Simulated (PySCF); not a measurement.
TaNF₂ (singlet). Computed with PBE0 in PySCF with Ta def2-TZVP with ECP60, N def2-TZVP, F def2-TZVP; scalar-relativistic core potentials, no spin–orbit coupling; density-fitted integrals.

Harmonic bands of its minimum:

```tsv
ω (cm⁻¹)	IR (km/mol)
130	29.7
243	15.1
306	7.0
654	152
659	82.3
1089	61.6
```

Question: The central atom is Ta. Infer the point group and assign the bands.

Answer: Cs. The modes span 4a' + 2a'': 130 a', 243 a', 306 a'', 654 a'', 659 a', 1089 a'. The computed geometry has Ta–F 1.891 Å (×2), Ta–N 1.685 Å; F–Ta–F 113.8°, F–Ta–N 105.9° (×2).

Only a few start shapes were tried, so a lower isomer may exist. With an element this heavy the missing spin–orbit coupling can shift these numbers.
